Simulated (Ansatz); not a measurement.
One change: `O[SiH2][Si](F)(Cl)Cl` becomes `F[Si](F)(Cl)Cl`.

Ansatz, PBE0-D4/def2-TZVP geometries, multiplicity 1. Each molecule was computed in one conformer, which needn't be the lowest.

```csv
property,`O[SiH2][Si](F)(Cl)Cl`
"ideal-gas entropy at 298 K and 1 bar (rigid rotor, harmonic PBE0-D4/def2-TZVP) / J/(mol·K)",409
size of the dipole moment (PBE/def2-TZVPP) / D,2.88
HOMO energy (PBE/def2-TZVPP) / eV,-7.31
HOMO–LUMO gap (PBE/def2-TZVPP) / eV,5.52
HOMO energy (ωB97M-V/def2-TZVPP) / eV,-10.60
HOMO–LUMO gap (B3LYP/def2-TZVPP) / eV,7.22
```

What does the change do to each property? (Best estimate.)

Ansatz gave: 
```
                                                                                  property  `F[Si](F)(Cl)Cl`  shift
ideal-gas entropy at 298 K and 1 bar (rigid rotor, harmonic PBE0-D4/def2-TZVP) / J/(mol·K)               323    -86
                                            size of the dipole moment (PBE/def2-TZVPP) / D              0.64  -2.24
                                                         HOMO energy (PBE/def2-TZVPP) / eV             -8.45  -1.14
                                                       HOMO–LUMO gap (PBE/def2-TZVPP) / eV              7.50   1.98
                                                     HOMO energy (ωB97M-V/def2-TZVPP) / eV            -12.17  -1.57
                                                     HOMO–LUMO gap (B3LYP/def2-TZVPP) / eV              9.44   2.22
```

With PBE0 the HOMO falls by 1.37 eV and the LUMO rises by 1.07 eV, so the gap widens by about 2.44 eV. PBE moves the HOMO by -1.14 eV and ωB97M-V by -1.57 eV. The zero-point energy changes by -74.5 kJ/mol with -12 modes. Dipoles are sizes alone; their direction can turn. Modes under 60 cm⁻¹, often nearly free rotors, make the harmonic entropy too high.

B3LYP here is the variant with VWN-RPA as its local correlation; programs differ in this.
